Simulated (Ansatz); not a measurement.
The first iterations of a band of CH3AlCl2 + H4Si (12 atoms, charge 0, multiplicity 1).

Method: Ansatz 0.2.0, RKS PBE0/STO-3G.

```yaml
movable_images: 2
climbing_image: yes
spring: 5.0 eV/Å²
optimiser: quadratic models (default)
start_path: through a guess of the saddle point
force_threshold: 0.03 eV/Å
iteration_limit: 60
end_points: relaxed
```

Image 0:

```xyz
12
Properties=species:S:1:pos:R:3
Al 0.342 1.165 0.656
Cl -0.988 2.620 -0.017
C 1.873 0.702 -0.358
Cl 0.245 0.744 2.694
H -0.752 -0.338 0.112
Si -1.644 -1.447 -0.263
H 2.269 -0.277 -0.072
H 2.675 1.433 -0.206
H 1.658 0.677 -1.431
H -2.869 -1.270 0.475
H -0.962 -2.664 0.097
H -1.847 -1.347 -1.687
```

Image 3:

```xyz
12
Properties=species:S:1:pos:R:3
Al 0.042 0.207 0.131
Cl -1.023 2.243 0.184
C 1.804 0.501 -0.520
Cl 0.054 0.616 2.392
H -0.640 1.808 1.643
Si -1.437 -1.463 -0.367
H 2.441 -0.373 -0.353
H 2.293 1.354 -0.041
H 1.802 0.693 -1.598
H -2.750 -1.234 0.187
H -0.983 -2.738 0.137
H -1.602 -1.615 -1.795
```

| iteration | highest image above the first end (eV) | largest band force component (eV/Å) |
| --- | --- | --- |
| 1 | 4.325 | 4.695 |
| 2 | 3.386 | 2.331 |
| 3 | 2.940 | 2.298 |
| 4 | 2.578 | 0.771 |
| 5 | 2.323 | 0.528 |
| 6 | 2.171 | 0.505 |
| 7 | 2.148 | 0.766 |
| 8 | 2.441 | 1.909 |
| 9 | 2.474 | 2.210 |
| 10 | 2.278 | 1.913 |
| 11 | 2.115 | 0.887 |
| 12 | 2.059 | 0.412 |
| 13 | 2.020 | 0.243 |
| 14 | 2.022 | 0.235 |
| 15 | 2.031 | 0.375 |
| 16 | 2.034 | 0.409 |

Does the band converge within its limit, and where does its top end?

The forces met the threshold. It ended after 50 iterations with the highest image 2.023 eV above the first end. The order of the stationary point at the top wasn't checked. So few images can step over the top or miss a turn of the path. The orbitals stay closed-shell, which can raise the energy where a bond breaks towards radicals; this wasn't checked here. Limits of this set-up: minimal basis.

Run time: 4.5 min on 1 thread of Arm Neoverse V2, on a shared host, peak memory 0.13 GiB.
